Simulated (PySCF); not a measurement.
CH4ClFSi. Atoms are numbered in the order given.

```xyz
8

F      1.9571    -0.2231     0.7951
C      1.3016    -0.8718    -0.2399
Si    -0.5679    -0.6934    -0.0227
Cl    -1.0860     1.2917    -0.2482
H      1.6295    -0.4431    -1.2039
H      1.5880    -1.9404    -0.2375
H     -0.9704    -1.1369     1.3347
H     -1.2567    -1.4912    -1.0726
```
Charge 0, spin multiplicity 1.

The structure is a stationary point at ωB97X-D3(BJ)/def2-SVP. The values are those of a single conformer.

These are TDA-CAM-B3LYP/def2-SVPD run with PySCF values and carry that method's errors.

Vertical excitations. Gas-phase values at a fixed geometry.

Computed lowest excited states:
| state | energy (eV) | λ (nm) | f | main pairs |
|---|---|---|---|---|
| S1 | 7.44 | 167 | 0.009 | HOMO→LUMO 87 % |
| S2 | 7.68 | 161 | 0.016 | HOMO−1→LUMO 87 % |
| S3 | 8.06 | 154 | 0.035 | HOMO→LUMO+1 39 %, HOMO→LUMO+3 26 %, HOMO→LUMO+2 12 % |
| S4 | 8.30 | 149 | 0.040 | HOMO→LUMO+1 44 %, HOMO→LUMO+3 40 % |
| S5 | 8.56 | 145 | 0.014 | HOMO−1→LUMO+1 67 % |
| S6 | 8.69 | 143 | 0.008 | HOMO−2→LUMO 67 %, HOMO→LUMO+4 10 % |
| S7 | 8.88 | 140 | 0.049 | HOMO→LUMO+2 63 % |
| S8 | 8.89 | 139 | 0.008 | HOMO−1→LUMO+2 64 %, HOMO−1→LUMO+3 12 % |
| S9 | 9.07 | 137 | 0.021 | HOMO−3→LUMO 28 %, HOMO−3→LUMO+3 19 %, HOMO−3→LUMO+1 16 %, HOMO−1→LUMO+3 13 % |
| S10 | 9.16 | 135 | 0.059 | HOMO−1→LUMO+3 49 %, HOMO−1→LUMO+2 8 % |
| T1 | 7.00 | 177 | 0 | HOMO→LUMO 75 % |
| T2 | 7.22 | 172 | 0 | HOMO−1→LUMO 87 % |
| T3 | 7.52 | 165 | 0 | HOMO→LUMO+3 39 %, HOMO→LUMO 12 %, HOMO→LUMO+2 11 %, HOMO→LUMO+1 11 % |
| T4 | 7.86 | 158 | 0 | HOMO→LUMO+1 49 %, HOMO→LUMO+3 26 %, HOMO→LUMO+2 8 % |
Triplets are in the Tamm–Dancoff approximation.
